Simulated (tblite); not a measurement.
Run record: tight-binding relaxation, `C=C[C@@H](B(O)O)B(O)[AsH2]`.

Computed with GFN2-xTB geometry optimisation, gas phase (tblite 0.8.0). Start geometry: from a force field or distance geometry. A driver script takes a list of jobs; this job's settings line and coordinates (Å) are shown.

Command:
```bash
OMP_NUM_THREADS=1 python probes_run.py task.json out
```

Input:
```
{"job": {"kind": "relax", "xc": "GFN2-xTB", "basis": "xTB"}, "charge": 0, "multiplicity": 1}
C     -0.782900     2.423400    -0.531400
C     -0.736500     1.130500    -0.844900
C     -0.251500     0.095500     0.164200
B     -1.238600    -1.156700     0.156100
O     -1.517000    -1.893700    -1.065500
O     -1.869800    -1.594700     1.409600
B      1.227400    -0.360000    -0.193000
O      1.551700    -0.888500    -1.509400
As     2.685800    -0.297600     1.242200
H     -1.113600     3.143100    -1.275000
H     -0.526700     2.783000     0.457100
H     -0.982800     0.812800    -1.846100
H     -0.265200     0.524800     1.198400
H     -0.824400    -2.605100    -1.109200
H     -1.229600    -2.234800     1.804000
H      1.829000    -0.101800    -2.025200
H      1.740200    -0.935600     2.313700
H      2.295600     1.161900     1.642800
```

Output:
```
step      E/eV     max force
  0    -763.12849    2.689
  1    -763.49282    1.651
  2    -763.62926    1.220
  3    -763.67214    0.710
  4    -763.71562    0.484
  5    -763.74286    0.448
  6    -763.77310    0.499
  7    -763.81752    0.577
  8    -763.86330    0.727
  9    -763.92503    0.986
... (158 lines left out)
168    -765.54439    0.020
169    -765.54444    0.027
170    -765.54453    0.031
171    -765.54463    0.030
172    -765.54471    0.022
173    -765.54477    0.014
174    -765.54481    0.013
175    -765.54483    0.011
176    -765.54485    0.011
177    -765.54487    0.009
```

«max force» is the largest atomic force in eV/Å.

**Question.** From which step on does the largest force stay under 0.1 eV/Å, and how much energy is left to gain from there?

**Answer.** From step 126 (0.092 eV/Å), 15.2 meV above the end.

Summary of the converged run: energy lowered by 55.7 kcal/mol over 177 steps; largest atomic force 0.009 eV/Å at the end.

Hardware: one thread, Intel Xeon Platinum 8488C (x86_64), shared host with 96 logical CPUs at a one-minute load of 26. Cost: 1.6 s wall.
Labels such as C1 count atoms from 1, the log's own numbers from 0.
